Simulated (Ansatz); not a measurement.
`[CH3][SnH2][CH2]F` + `[OH][GeH]([F])[F]` → `C[O][GeH]([F])[F]` + `F[CH2][SnH3]`  (substitution at a C–Sn bond)

Computed with Ansatz on PBE0-D4/def2-TZVP structures; ΔE is electronic, products minus reactants. CCSD(T)/CBS is the MP2 limit (def2-TZVPP, def2-QZVPP) plus CCSD(T) − MP2 in def2-TZVPP, frozen cores. Functionals use def2-TZVPP. Elements past krypton have def2 core potentials. For Ge, Sn outer-core shells are correlated without core-valence functions, which leaves a few kJ/mol of doubt a bond. Scalar relativity is left out up to krypton. One conformer a species, not always the lowest.

`[CH3][SnH2][CH2]F`:

Cartesian coordinates in Å:
```
C 0.299 1.006 1.448
Sn -0.748 0.356 -0.297
C 0.381 -1.261 -1.205
F 0.688 -2.210 -0.237
H -0.287 1.749 1.988
H 0.480 0.151 2.099
H 1.256 1.445 1.166
H -2.309 -0.216 0.107
H -0.890 1.623 -1.443
H 1.319 -0.891 -1.628
H -0.188 -1.753 -1.998
```

`[OH][GeH]([F])[F]`:

Z-matrix (Å, degrees):
```
Ge
F 1 1.720
F 1 1.720 2 103.5
O 1 1.742 2 109.3 3 -116.4
H 1 1.516 2 111.5 3 120.0
H 4 0.961 1 114.0 2 56.4
```

`C[O][GeH]([F])[F]`:

Cartesian coordinates in Å:
```
C -0.536 -0.084 1.291
O 0.637 0.262 0.568
Ge 0.685 0.144 -1.165
F -0.588 1.093 -1.833
F 0.277 -1.461 -1.636
H -0.320 0.072 2.348
H -0.806 -1.133 1.137
H -1.382 0.548 1.007
H 2.035 0.560 -1.717
```

`F[CH2][SnH3]`:

Cartesian coordinates in Å:
```
F 0.060 1.308 1.581
C -0.581 0.257 0.944
Sn 0.485 -0.278 -0.867
H -1.603 0.567 0.712
H -0.620 -0.591 1.633
H 2.072 -0.755 -0.468
H -0.337 -1.574 -1.617
H 0.524 1.065 -1.917
```

```
        level  ΔE (kJ/mol)
      ωB97X-V         75.8
         BLYP         74.5
    CAM-B3LYP         73.3
MP2/CBS(def2)         99.0
```

**Question.** What does CCSD(T)/CBS give? (An estimate is asked.)

**Answer.** Ansatz gave: +89.1 kJ/mol. The listed levels differ from it by -13.3, -14.6, -15.8, 9.9 kJ/mol.

Largest T1 diagnostic among the species: 0.013.

Leaving LDA and LC-ωPBE aside and taking each functional with its dispersion term where it has one, the values, not all of them listed here, spread over 11.9 kJ/mol, from B97M-V to PBE-QIDH. LDA lies −4.3 kJ/mol from PBE without D4. At CCSD(T), def2-SVP lies −28.3 kJ/mol from the extrapolated value and def2-TZVPP −5.7 kJ/mol. In def2-TZVPP, CCSD(T) changes the Hartree–Fock value by +16.2 kJ/mol (the triples alone add +1.5 kJ/mol) and MP2 by +26.1 kJ/mol.
